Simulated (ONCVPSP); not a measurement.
# Potentials for N compared

Generated with ld1.x 7.5 (TM, RRKJ, ultrasoft, PAW), atompaw 4.2 or ONCVPSP 4.0.1. The cutoff is in Ry: for ld1.x and atompaw files where the sum of valence levels is converged to 10 mRy in a Bessel basis, for ONCV files where the hardest occupied wave has 1 mHa per electron of residual kinetic energy. The error is the largest all-electron minus pseudo excitation energy over each file’s own four to seven test configurations (ionisations up to +4, promotions, holes and added fractions of an electron), all of which were solved. The labels leave out finer settings (local radius, basis sizes, second energies), which also bear on the numbers. Spin-polarised tests are not counted. The rows are a selection from randomly drawn settings: files with unsolved tests, undetermined cutoffs or missed reference levels are left out.

A true bound ghost makes a file unfit for plane-wave use even where its test errors are small: the radial tests pick states by their node count and pass the ghost by.

| potential | cutoff (Ry) | largest error (meV) | bound ghosts |
| --- | --- | --- | --- |
| ONCV, LDA (Perdew-Wang 92), scalar-relativistic, rc 0.85/1.70/1.70 (spd), local smoothed, core correction no, reference 2s2 2p3, qcut 8.1/9.4/5.4, projectors 3/1/1 | 57 | +776 | s |
| ONCV, LDA (Perdew-Wang 92), scalar-relativistic, rc 1.00/2.10 (sp), local smoothed, core correction yes, reference 2s2 2p3, qcut 8.1/5.1, projectors 2/3 | 54 | +2688 | none |
| ONCV, PBEsol, scalar-relativistic, rc 0.95/1.80/1.40 (spd), local smoothed, core correction yes, reference 2s2 2p1, qcut 7.7/7/7.8, projectors 1/3/2 | 61 | +351 | none |
| ONCV, LDA (Perdew-Wang 92), scalar-relativistic, rc 0.95/1.80/1.45 (spd), local smoothed, core correction yes, reference 2s2 2p3, qcut 6.2/9.7/7.3, projectors 2/2/1 | 163 | +713 | none |
| ONCV, PBEsol, scalar-relativistic, rc 1.00/1.15 (sp), local smoothed, core correction no, reference 2s2 2p2.5, qcut 5.7/8, projectors 2/2 | 178 | +727 | none |
| ONCV, LDA (Perdew-Zunger), scalar-relativistic, rc 0.90/2.20/2.25 (spd), local smoothed, core correction yes, reference 2s1.5 2p3.5, qcut 8.6/7.9/5.1, projectors 3/1/1 | 59 | +571 | s |
| ONCV, PBE, fully relativistic, rc 0.90/2.00/1.60 (spd), local s, core correction yes, reference 2s2 2p3, qcut 8.6/7/5.8, projectors 0/3/3 | 61 | +1693 | none |
| ONCV, PBE, scalar-relativistic, rc 1.00/2.55 (sp), local s, core correction yes, reference 2s2 2p3, qcut 7/5.4, projectors 0/2 | 48 | +3837 | none |

Fill in the row for N: ONCV, PBEsol, fully relativistic, rc 0.40/2.40 (sp), local smoothed, core correction no, reference 1s2 2s2 2p3, qcut 26.1/4.5, projectors 2/2.

cutoff 627 Ry, largest error +5143 meV, bound ghosts: p3/2, p1/2.
